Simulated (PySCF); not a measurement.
Species: C4H3N2O (doublet state).
Structure used (GFN2-xTB), in Å, numbered top down from 1:
```xyz
10
C4H3N2O angstrom
O      2.6478   -0.9505    0.7955
C      2.0177   -0.2026    0.0928
C      0.5804   -0.0767    0.0409
N     -0.0589    0.7846   -0.7709
C     -1.3647    0.6336   -0.5573
C     -1.5223   -0.3557    0.4267
N     -0.3074   -0.7684    0.7756
H      2.5165    0.4949   -0.6090
H     -2.0942    1.2104   -1.0894
H     -2.4061   -0.7649    0.8727
```

The hyperfine couplings belong to this conformer and change with its torsions.

Identity: `O=CC1=NC=C[N]1` [radical].

Method used: UKS B3LYP, pcH-1 on C H N O, non-relativistic, mean-field spin-orbit, GIAO (PySCF 2.14.0). The structure is a single GFN2-xTB conformer in the gas phase; no vibrational or solvent corrections. GFN2-xTB frequencies show an imaginary mode (210i cm⁻¹), so this geometry is no minimum at that level. A GFN2-xTB geometry isn't a minimum of the functional, and hyperfine couplings can be far from their values at a DFT geometry. The SCF solution wasn't tested for stability.

Q: Break the g tensor into its mass correction, gauge correction and orbital-Zeeman/spin–orbit terms.

A: 
```tsv
Δg (ppt)	1	2	3
relativistic mass correction	-0.16	-0.16	-0.16
gauge correction	0.00	0.04	0.03
orbital Zeeman/spin–orbit	-0.02	1.57	7.15
total	-0.19	1.45	7.02
```

So g = 2.00213, 2.00377, 2.00934 and g_iso = 2.00508; the tensor is rhombic: the two nearest values differ by 23 % of g3 − g1. Axes: g1 is normal to the molecular plane, g2 points within 3° of the C6–H10 bond and g3 points within 5° of the C3–N4 bond.

Q: What effective moment and Curie constant follow for a powder?

A: With the mean of g² = 4.0204 and S(S+1) = 0.75: μ_eff = √(⟨g²⟩S(S+1)) = 1.736 μB and χT = 0.12505·⟨g²⟩·S(S+1) = 0.377 cm³ K/mol (cgs; spin-Hamiltonian part alone).

Q: What are the electron Larmor frequencies g μB B/h along the three axes at 350 mT?

A: 9.8078, 9.8158, 9.8431 GHz for g1, g2 and g3, a range of 35.3 MHz.

Q: At 93.782 GHz, how far is the centre of the isotropic spectrum from where a free electron (g = 2.002319) resonates?

A: B = hν/(g μB) with μB/h = 13.99624 MHz/mT gives 3346.38 mT for the free electron and 3341.76 mT at g_iso, 4.61 mT lower.

Q: In a frozen sample, at which fields do the three g values resonate at 9.5, 34, 94 and 263 GHz (hyperfine left aside), and which band first spreads them over more than twice a line width of 0.3 mT?

A: 
```tsv
band	GHz	B(g3) mT	B(g2) mT	B(g1) mT	spread mT
X	9.5	337.80	338.74	339.02	1.22
Q	34.0	1208.96	1212.33	1213.32	4.35
W	94.0	3342.43	3351.73	3354.46	12.04
J	263.0	9351.69	9377.71	9385.36	33.68
```

The spread grows in proportion to the frequency. X band is the first where it exceeds 0.6 mT.

Largest spin populations (Mulliken): C3 (+0.46), C5 (+0.38), C6 (+0.30) and O1 (+0.18). Four atoms exceed +0.15. The positive populations add up to 1.33 and the negative ones to -0.33, together 2S = 1.

The HOMO–LUMO gaps are 5.47 eV among the α and 2.01 eV among the β orbitals.

The run took 32 s of wall time (grids of density and orbitals included) on one thread, Arm Neoverse V2 (aarch64), no GPU, shared host, and the process peaked at 0.82 GiB of memory.
